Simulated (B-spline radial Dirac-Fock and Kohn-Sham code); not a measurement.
# What relativity does to the binding energies of Zn⁴⁺

System: Zn⁴⁺ in the configuration [Ar] 3d8.

Both columns are ΔSCF binding energies of the configuration average from a radial finite-basis atomic code: non-relativistic Hartree-Fock with a point nucleus, and Dirac-Fock with a finite nucleus and the Coulomb interaction alone, averaged over the two j levels with weights 2j+1.

```
shell  Hartree-Fock (eV)  Dirac-Fock (eV)  shift (eV)  shift (%)
   1s             9639.2           9759.2     +119.99      +1.24
   2s             1256.8           1283.2      +26.38      +2.10
   2p             1107.0           1112.8       +5.76      +0.52
   3s              215.2            219.6       +4.45      +2.07
   3p              165.7            166.8       +1.08      +0.65
   3d              83.84            83.30       -0.54      -0.64
```

Relativity binds 1s, 2s, 2p, 3s, 3p more strongly, among those listed most of all 2s in relative terms, and 3d more weakly, because the contracted s and p shells screen the nucleus better.

Values without a named source are computed, but for edge energies of neutral atoms, which are taken from tables.
